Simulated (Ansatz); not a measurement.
Compare A (`C=NCO[SiH3]`) with its isomer B (`CN1[SiH2]C1O`).

Computed with Ansatz on PBE0-D4/def2-TZVP structures; ΔE is electronic, products minus reactants. CCSD(T)/CBS adds triple-zeta CCSD(T) − MP2 to the extrapolated MP2 energy (def2 sets, frozen cores). Functionals use def2-TZVPP. B3LYP here is the variant with VWN-RPA as its local correlation; programs differ in this. Each species was taken in one conformer, which may not be the lowest.

Problem. Which isomer does CCSD(T)/CBS put lower? Give the gap. (Best estimate.)

Solution. The calculation gave: A, by 28.1 kcal/mol.

Problem. Give E(B) − E(A) in kcal/mol with MP2/def2-TZVPP, B2PLYP, B3LYP, PBE-D4, CCSD(T)/def2-TZVPP, r2SCAN-D4, B3LYP-D4. (Estimate.)

Solution. Computed: MP2/def2-TZVPP 26.8, B2PLYP 29.5, B3LYP 29.7, PBE-D4 21.4, CCSD(T)/def2-TZVPP 29.4, r2SCAN-D4 25.1, B3LYP-D4 29.1. None reverses the order clearly.

Largest T1 diagnostic: 0.013.

From PBE to PBE0 (25 % exact exchange), in def2-TZVPP and without D4, E(B) − E(A) moves by +1.0 kcal/mol. In def2-TZVPP, CCSD(T) changes the Hartree–Fock value by −10.1 kcal/mol (the triples alone add −1.0 kcal/mol) and MP2 by −12.7 kcal/mol.
